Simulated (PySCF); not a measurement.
C3H9OSi, SMILES CO[Si](C)C, multiplicity 2.

The structure is a stationary point at B3LYP-D3(BJ)/def2-SVP. The isomer is the one that the SMILES or the coordinates give; other isomers of the formula were not compared. The values are those of a single conformer.

Calculation: PySCF with TDA-PBE/def2-SVPD.

Vertical excitations. Isolated molecule, no solvent.

Computed UV-visible absorptions:
```tsv
state	energy (eV)	λ (nm)	f	main pairs
root 1	4.05	306	0.007	α HOMO→LUMO 11 %, β HOMO→LUMO 87 %
root 2	4.18	297	0.008	α HOMO→LUMO 89 %, β HOMO→LUMO 10 %
root 3	4.46	278	0.056	α HOMO→LUMO+1 92 %, β HOMO−1→LUMO 6 %
root 4	4.61	269	0.023	α HOMO→LUMO+2 67 %, β HOMO−1→LUMO 31 %
root 5	4.68	265	0.067	α HOMO→LUMO+2 32 %, β HOMO−1→LUMO 59 %
root 6	5.00	248	0.040	α HOMO→LUMO+3 98 %
root 7	5.13	242	0.008	β HOMO−2→LUMO 98 %
root 8	5.45	228	0.131	α HOMO→LUMO+4 99 %
root 9	5.80	214	0.009	α HOMO→LUMO+5 97 %
root 10	5.98	207	0.027	α HOMO→LUMO+6 96 %
```
Unrestricted roots are not spin-pure.
